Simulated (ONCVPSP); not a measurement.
# Ranking ONCV potentials for Sc

All share these settings but for the change named:

| Property | Result |
| --- | --- |
| Element | Sc (Z = 21) |
| Generator | ONCVPSP 4.0.1 |
| Type | optimised norm-conserving Vanderbilt (ONCV) |
| Functional | LDA (Perdew-Wang 92) |
| Relativity | scalar-relativistic |
| Frozen core | [Ne] |
| Valence charge | 11 |
| Reference configuration | 3s2 3p6 3d1 4s1.75 4p0.25 |
| Partial waves | 3s+4s: rc 1.50 bohr, ncon 4, nbas 9, qcut 8.2 1/bohr, 2 projectors; 3p+4p: rc 1.90 bohr, ncon 5, nbas 9, qcut 6.7 1/bohr, 2 projectors; 3d: rc 2.65 bohr, ncon 5, nbas 8, qcut 5.7 1/bohr, 2 projectors, debl 1.9 Ha |
| Local potential | polynomial inside 1.30 bohr (lpopt 2, dvloc0 0 Ha) |
| Core correction | polynomial model core, fcfact 0.55 |

Cutoff: the first of the cutoffs (Ha) at which the residual kinetic energy of the hardest occupied pseudo-wave falls to 1 and 0.1 mHa per electron; the density cutoff is not measured.

The base gives 23 Ha.

Of 9 variants that were run, those that failed, showed a ghost or another fault, or gave nearly equal values are left out.

A variant can come out equal or close to the base.

Question: Rank these variants from softest to hardest (loose cutoff).
A. all radii but the core radius scaled by about 0.89 (s 1.34, p 1.70, d 2.36 bohr); local potential polynomial inside 1.16 bohr (lpopt 2, dvloc0 0 Ha)
B. all radii but the core radius scaled by about 1.15 (s 1.72, p 2.18, d 3.04 bohr); local potential polynomial inside 1.50 bohr (lpopt 2, dvloc0 0 Ha)
C. all radii but the core radius scaled by about 1.04 (s 1.56, p 1.98, d 2.76 bohr); local potential polynomial inside 1.34 bohr (lpopt 2, dvloc0 0 Ha)
D. all radii but the core radius scaled by about 0.80 (s 1.20, p 1.52, d 2.12 bohr); local potential polynomial inside 1.04 bohr (lpopt 2, dvloc0 0 Ha)
E. all radii but the core radius scaled by about 1.26 (s 1.90, p 2.40, d 3.34 bohr); local potential polynomial inside 1.64 bohr (lpopt 2, dvloc0 0 Ha)

Answer: E (17 Ha), B (19 Ha), C (22 Ha), A (25 Ha), D (36 Ha).
